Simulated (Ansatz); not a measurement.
Born–Oppenheimer molecular dynamics of C₂H₉FN₂Si (15 atoms, charge 0, multiplicity 1). It starts at the highest image of a converged band. Of that band: Neighbouring images differ by up to 2.4 eV, so the band resolves the path poorly. A vibrational analysis at the climbing image gives one clearly imaginary mode, 2238i cm⁻¹: a first-order saddle point.

Level of theory: RHF/STO-3G in Ansatz 0.2.0.

```json
{
  "ensemble": "NVE (velocity Verlet)",
  "time step": "0.5 fs",
  "steps asked": "200",
  "starting velocities drawn for": "300 K",
  "seed": "11930"
}
```

First frame:

```xyz
15
Properties=species:S:1:pos:R:3
C 1.096 -0.981 1.085
N -0.098 -1.199 0.227
C 0.070 -0.574 -1.122
Si -0.137 1.308 -1.068
N -1.515 1.497 0.157
F 1.151 1.860 -0.232
H 2.014 -1.389 0.655
H 0.932 -1.449 2.054
H 1.243 0.088 1.235
H -0.171 -2.221 0.086
H 1.026 -0.848 -1.573
H -0.703 -0.996 -1.761
H -1.533 1.931 -1.161
H -1.962 0.679 0.592
H -1.436 2.244 0.856
```

(1) How far do the bonds stretch over the last three quarters of this one trajectory? (Pairs bonded in most of those frames.)

Results:

(1) 
| bond | mean (Å) | spread (Å) | shortest | longest |
| --- | --- | --- | --- | --- |
| C1–N2 | 1.492 | 0.028 | 1.44 | 1.54 |
| C1–H7 | 1.094 | 0.006 | 1.08 | 1.10 |
| C1–H8 | 1.092 | 0.020 | 1.06 | 1.12 |
| C1–H9 | 1.091 | 0.015 | 1.06 | 1.12 |
| N2–C3 | 1.514 | 0.041 | 1.44 | 1.57 |
| N2–H10 | 1.035 | 0.010 | 1.02 | 1.05 |
| C3–Si4 | 1.947 | 0.057 | 1.85 | 2.04 |
| C3–H11 | 1.096 | 0.009 | 1.08 | 1.11 |
| C3–H12 | 1.089 | 0.005 | 1.08 | 1.10 |
| Si4–F6 | 1.609 | 0.018 | 1.58 | 1.64 |
| N5–H13 | 1.049 | 0.080 | 0.90 | 1.21 |
| N5–H14 | 1.041 | 0.056 | 0.93 | 1.17 |
| N5–H15 | 1.037 | 0.048 | 0.94 | 1.13 |

Mean temperature of the second half: 804 K. The conserved energy stayed within 1.5 meV per atom of its start (net change -0.23 meV per atom), so there is no drift, though single steps change it by up to 21 meV in the whole system, a sign of fast motions only just resolved. The system heated up, since it started high on the potential surface and ran downhill. A run of 0.1 ps of so small a system gives no equilibrium averages. The orbitals stay closed-shell, which can raise the energy where a bond breaks towards radicals; this wasn't checked here. Limits of this set-up: minimal basis.

Time of the run: 3.4 min on 1 thread of Arm Neoverse V2, with other jobs on the host, peak memory 0.094 GiB.
